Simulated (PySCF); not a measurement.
IrO2, SMILES [O]=[Ir]=[O] (connectivity only; charge and spin as stated), neutral, multiplicity 4.

Geometry optimised at B3LYP-D3(BJ)/def2-TZVP. The spin state was assumed, not searched. The def2 effective core potentials stand for the cores of Ir; spin–orbit coupling is left out.

Method: B3LYP-D3(BJ)/def2-TZVP run with PySCF.

Frequencies are harmonic and unscaled.

```
mode  ν (cm⁻¹)  IR (km/mol)  moving atoms (share of kinetic energy)
----  --------  -----------  --------------------------------------
1          255          2.5                         O 90 %, Ir 10 %
2          865         51.3                         O 89 %, Ir 11 %
3          939         23.2                                  O 96 %
```
